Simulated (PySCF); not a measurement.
methyl chloride (CH$_{3}$Cl), singlet, at a GFN2-xTB geometry. Base run: WB97X/def2-SV(P) (PySCF).

Input for PySCF:
```python
from pyscf import gto, scf, dft

mol = gto.Mole()
mol.atom = '''
    C    -0.00149191    0.04693566   -1.12182869
    Cl    0.00086957   -0.02735682    0.65386656
    H    -0.03217621    1.09066645   -1.41847283
    H     0.90554001   -0.42739850   -1.48323349
    H    -0.87919504   -0.47981606   -1.48305307
'''
mol.basis = 'def2-sv(p)'
mol.verbose = 4
mol.build()

mf = dft.RKS(mol)
mf.xc = 'wb97x'
mf.kernel()
```

The base run was repeated with changes; each row names its change, and settings that it needs were set with it.

| change | ΔE vs base (µEh) | grid points | electrons on the grid |
|---|---|---|---|
| base | 0.0 | 62424 | 26.00000 |
| grids.level = 1 | -164 | 18912 | 26.00007 |
| grids.level = 7 | -2.2 | 322360 | 26.00000 |
| grids.prune = off | -0.9 | 102672 | 26.00000 |
| grids.level = 2 | 27.3 | 39072 | 26.00000 |
| grids.atom_grid = (99, 590) | -1.5 | 160848 | 26.00000 |
| grids.prune = dft.gen_grid.treutler_prune | 30.9 | 55528 | 26.00000 |
| grids.radi_method = delley | 1.5 | 67080 | 26.00000 |
| grids.level = 5 | -2.1 | 156648 | 26.00000 |
| small_rho_cutoff = 0 | 0.0 | 62424 | 26.00000 |
| grids.atom_grid = (75, 302) | 6.4 | 72288 | 26.00000 |
